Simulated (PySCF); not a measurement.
SMILES O=C[SiH2][SiH2]c1cccs1 (C₅H₈OSSi₂) (GFN2-xTB optimised geometry):

```
17

O      1.417    -3.315    -0.845
C      0.709    -3.491    -1.806
Si    -1.043    -2.716    -1.957
Si    -1.394    -1.491    -0.022
C     -0.232    -0.018     0.000
C      1.132    -0.018     0.000
C      1.701     1.273     0.000
C      0.760     2.252    -0.006
S     -0.834     1.613    -0.007
H      1.085    -4.126    -2.638
H     -1.922    -3.871    -2.183
H     -0.998    -2.002    -3.241
H     -1.163    -2.267     1.204
H     -2.759    -0.951     0.047
H      1.710    -0.925     0.002
H      2.759     1.464     0.003
H      0.900     3.315    -0.008
```

Computed with PBE/def2-SVP (PySCF 2.14.0).

Question: What are the frontier orbital energies and the dipole moment?

Answer: HOMO-2 -6.22 eV, HOMO-1 -5.84 eV, HOMO -5.48 eV, LUMO -2.56 eV, LUMO+1 -1.49 eV; dipole moment 1.26 D.

Meta-Löwdin charges at PBE/def2-SVP: O1 -0.32, C2 0.08, Si3 0.27, Si4 0.34, C5 -0.33, C6 -0.13, C7 -0.13, C8 -0.23, S9 0.27, H10 0.07, H11 -0.06, H12 -0.06, H13 -0.06, H14 -0.07, H15 0.12, H16 0.12, H17 0.13.
